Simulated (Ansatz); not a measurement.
Reaction (cleavage of the Si–Al bond): `[NH2][AlH][SiH](F)[SiH3]` + CH₃OH → `CO[SiH](F)[SiH3]` + `[NH2][AlH2]`

Isolated molecules relaxed with PBE0-D4/def2-TZVP in Ansatz; ΔE leaves out vibrations. CCSD(T)/CBS is the MP2 limit (def2-TZVPP, def2-QZVPP) plus CCSD(T) − MP2 in def2-TZVPP, frozen cores. This one scheme is used for every species. Functionals use def2-TZVPP. B3LYP here is the variant with VWN-RPA as its local correlation; programs differ in this. Each species was taken in one conformer, which may not be the lowest.

```csv
level,ΔE (kJ/mol),difference from CCSD(T)/CBS
PBE-D4,-86.3,23.9
r2SCAN-D4,-106.3,3.9
PBE0-D4,-93.0,17.2
B3LYP-D4,-110.6,-0.4
ωB97X-V,-111.2,-1.0
ωB97M-V,-116.6,-6.4
B2PLYP,-115.7,-5.5
PBE,-85.9,24.3
r2SCAN,-106.2,4.0
PBE0,-92.9,17.3
B3LYP,-110.0,0.2
HF/def2-TZVPP,-131.1,-20.9
MP2/def2-TZVPP,-120.0,-9.8
SCS-MP2/def2-TZVPP,-122.0,-11.8
CCSD/def2-TZVPP,-114.0,-3.8
CCSD(T)/def2-TZVPP,-111.6,-1.4
HF/def2-QZVPP,-132.9,-22.7
MP2/def2-QZVPP,-119.8,-9.6
SCS-MP2/def2-QZVPP,-121.7,-11.5
HF/CBS(def2),-133.1,-22.9
MP2/CBS(def2),-118.6,-8.4
CCSD/CBS(def2),-112.6,-2.4
CCSD(T)/CBS,-110.2,0
```

Largest T1 diagnostic among the species: 0.013.

In def2-TZVPP, CCSD(T) changes the Hartree–Fock value by +19.5 kJ/mol (the triples alone add +2.3 kJ/mol) and MP2 by +11.1 kJ/mol. From PBE to PBE0 (25 % exact exchange), in def2-TZVPP and without D4, ΔE moves by −7.0 kJ/mol.
